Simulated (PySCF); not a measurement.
A side-by-side comparison of computed properties.

First species: C₄H₁₄N₂OSi₂.
SMILES with atom numbers: `[CH3:1][CH:2]([CH3:3])[O:4][Si:5]1([CH3:6])[NH:7][SiH2:8][NH:9]1` (hydrogens: H10, H11, H12 on C1; H13 on C2; H14, H15, H16 on C3; H17, H18, H19 on C6; H20 on N7; H21, H22 on Si8; H23 on N9)

Geometry (GFN2-xTB, Å), atoms numbered from 1 in this order:
```
atom  x, y, z in Å
C1    -1.9812   -0.1738    1.2832
C2    -1.6930   -0.2666   -0.2110
C3    -2.8097    0.3642   -1.0366
O4    -0.4948    0.3973   -0.5215
Si5    1.0089   -0.0573   -0.1408
C6     1.2279   -1.9414   -0.1912
N7     1.7481    0.7316    1.2281
Si8    2.9410    1.5889    0.3003
N9     2.1482    0.8744   -1.0608
H10   -2.9185   -0.6703    1.5205
H11   -1.1748   -0.6415    1.8416
H12   -2.0419    0.8704    1.5772
H13   -1.5886   -1.3257   -0.4894
H14   -2.9163    1.4115   -0.7678
H15   -2.5672    0.3024   -2.0939
H16   -3.7494   -0.1507   -0.8556
H17    2.2681   -2.2300   -0.0936
H18    0.8562   -2.3427   -1.1291
H19    0.6742   -2.4201    0.6114
H20    1.7272    0.5206    2.2082
H21    4.3034    1.0873    0.4636
H22    2.8179    3.0365    0.4280
H23    2.2093    1.0620   -2.0419
```

Second species: C4H14N2OSi2.
SMILES: `CN[Si@@H]1CC[Si@H](OC)N1`

Levels: PBE0/pcSseg-1 for HOMO energy, LUMO energy and HOMO–LUMO gap. Geometries: GFN2-xTB. Each species is one conformer at its optimised geometry, gas phase, non-relativistic unless stated. Electronic properties by PySCF.

The conformers computed, where there is a choice (atom-mapped SMILES and torsion angles):
- `[CH3:1][CH:2]([CH3:3])[O:4][Si:5]1([CH3:6])[NH:7][SiH2:8][NH:9]1`: C1–C2–O4–Si5 70°, C2–O4–Si5–C6 36°

The conformers of `CN[Si@@H]1CC[Si@H](OC)N1` aren't listed.

```csv
property,column X,column Y
HOMO energy,-6.67 eV,-6.46 eV
LUMO energy,0.50 eV,1.12 eV
HOMO–LUMO gap,7.17 eV,7.58 eV
```

(1) Which column belongs to which species?

(2) How does each property change from the first species to the second?

Results:

(1) Column X is the first species and column Y the second. The first has 23 atoms and 88 electrons, the second 23 and 88.

(2) HOMO energy +0.21 eV; LUMO energy +0.62 eV; HOMO–LUMO gap +0.41 eV.

